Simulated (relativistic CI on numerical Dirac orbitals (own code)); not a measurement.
## Ligand-field terms of d3

Computed with a parametric ligand-field model of a d^n configuration (Racah B and C, spin-orbit zeta, crystal field), exact diagonalisation.

Field parameters in Wybourne normalisation: D3d B²₀ = −7Dσ, B⁴₀ = −14Dq − 21Dτ, B⁴₃ = −14√(10/7) Dq; Oh B⁴₀ = 21Dq, B⁴₄ = √(5/14) B⁴₀. The field is a parameter set, without covalency.

Q: Ground term and bands for B = 630, C = 3150, ζ = 0 cm⁻¹, Oh, 10Dq = 5500 cm⁻¹?

A: Ground term 4A2 with 0.00 electrons in the two orbitals of the cubic e set. Spin-allowed: 4T2 5500 cm⁻¹ (1818 nm), 4T1 9194 cm⁻¹ (1088 nm), 4T1 16756 cm⁻¹ (597 nm). Lowest spin-forbidden: 2E 13623 cm⁻¹ (734 nm), 2T1 14153 cm⁻¹ (707 nm), 2A1 17470 cm⁻¹ (572 nm). With an A2 ground term the first spin-allowed band lies at |10Dq| itself.

Q: Ground term and bands for B = 510, C = 2200, ζ = 0 cm⁻¹, Oh, 10Dq = 7000 cm⁻¹?

A: Ground term 4A2 with 0.00 electrons in the two orbitals of the cubic e set. Spin-allowed: 4T2 7000 cm⁻¹ (1429 nm), 4T1 11036 cm⁻¹ (906 nm), 4T1 17614 cm⁻¹ (568 nm). Lowest spin-forbidden: 2E 10128 cm⁻¹ (987 nm), 2T1 10609 cm⁻¹ (943 nm), 2T2 14299 cm⁻¹ (699 nm). With an A2 ground term the first spin-allowed band lies at |10Dq| itself.

Q: Ground term and bands for B = 900, C = 3290, ζ = 0 cm⁻¹, Oh, 10Dq = 16950 cm⁻¹?

A: Ground term 4A2 with 0.00 electrons in the two orbitals of the cubic e set. Spin-allowed: 4T2 16950 cm⁻¹ (590 nm), 4T1 25194 cm⁻¹ (397 nm), 4T1 39156 cm⁻¹ (255 nm). Lowest spin-forbidden: 2E 16275 cm⁻¹ (614 nm), 2T1 17152 cm⁻¹ (583 nm), 2T2 24124 cm⁻¹ (415 nm). With an A2 ground term the first spin-allowed band lies at |10Dq| itself.

Q: A d3 ion in Oh symmetry has the ground term 4A2 and bands at 4T2 7000 cm⁻¹ (1429 nm), 4T1 11833 cm⁻¹ (845 nm), 2E 17539 cm⁻¹ (570 nm), 2T1 18318 cm⁻¹ (546 nm), 2A1 22280 cm⁻¹ (449 nm), 4T1 22817 cm⁻¹ (438 nm). Which parameters reproduce them?

A: B = 910, C = 3880, ζ = 0 cm⁻¹, Oh, 10Dq = 7000 cm⁻¹.

Q: Ground term and bands for B = 840, C = 3170, ζ = 0 cm⁻¹, D3d, 10Dq = 23750, Dσ = 580, Dτ = 280 cm⁻¹?

A: Ground term 4A2 with 0.00 electrons in the two orbitals of the cubic e set. Spin-allowed: 4A1 23638 cm⁻¹ (423 nm), 4E 25106 cm⁻¹ (398 nm), 4A2 32389 cm⁻¹ (309 nm), 4E 34467 cm⁻¹ (290 nm). Lowest spin-forbidden: 2E 14703 cm⁻¹ (680 nm), 2E 16394 cm⁻¹ (610 nm), 2A2 16500 cm⁻¹ (606 nm).
